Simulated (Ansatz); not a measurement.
K₂Se⁺ was relaxed with r2SCAN-D4 (def2-TZVP) in Ansatz in these states: charge +1 doublet, charge +1 quartet. The geometries follow in no particular order.

A:

Cartesian coordinates in Å:
```
K 2.950 -0.547 0.757
K -2.948 0.555 -0.759
Se -0.002 -0.008 0.002
```

B:

```csv
atom,x (Å),y (Å),z (Å)
K1,-0.3738,2.3065,3.2307
K2,0.3682,-2.3092,-3.2294
Se3,0.0055,0.0027,-0.0013
```

**Question.** Judge from the bond lengths which geometry belongs to which state (an estimate).

**Answer.** A is the charge +1 doublet (K1–Se3 3.094 Å, K2–Se3 3.094 Å); B is the charge +1 quartet (K1–Se3 3.987 Å, K2–Se3 3.987 Å).

At PBE0-D4/def2-TZVP a doublet lies 3.44 eV below the charge +1 quartet. These are the stationary points nearest to one start from a short search; other shapes may lie lower in each state.
